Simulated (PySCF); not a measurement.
A species of formula C5H3ClOS has this rotational fingerprint, computed with PBE0-D3(BJ)/def2-SVP geometry optimisation, gas phase (PySCF 2.14.0):

- Rotational constants: A = 3127, B = 1034, C = 777.0 MHz
- Dipole components: |μa| = 3.37 D, |μb| = 2.23 D, |μc| = 0.00 D
- Inertial defect: 0.00 u·Å²
- κ: -0.78

Task: Which candidate fits, each taken in the one conformer that was computed?
A. `[O:1]=[C:2]([Cl:3])[c:4]1[cH:5][cH:6][s:7][cH:8]1` with O1–C2–C4–C5 0°
B. `[O:1]=[C:2]([Cl:3])[c:4]1[cH:5][cH:6][cH:7][s:8]1` with O1–C2–C4–C5 179°

Result: B. It is O=C(Cl)c1cccs1, an asymmetric top, point group Cs. The candidates at the same level (rigid rotor, commonest isotopes):

```
        SMILES  A (MHz)  B (MHz)  C (MHz)  μa (D)  μb (D)  μc (D)  Δ (u·Å²)  point group           rotor
O=C(Cl)c1ccsc1     3308    917.7    718.4    3.26    0.75    0.00      0.00           Cs  asymmetric top
O=C(Cl)c1cccs1     3127     1034    777.0    3.37    2.23    0.00      0.00           Cs  asymmetric top
```

`O=C(Cl)c1ccsc1` has B 11 % too low. In the right answer the mirror of this Cs structure is the ab plane, so μc vanishes by symmetry. No structure here is proved a minimum.
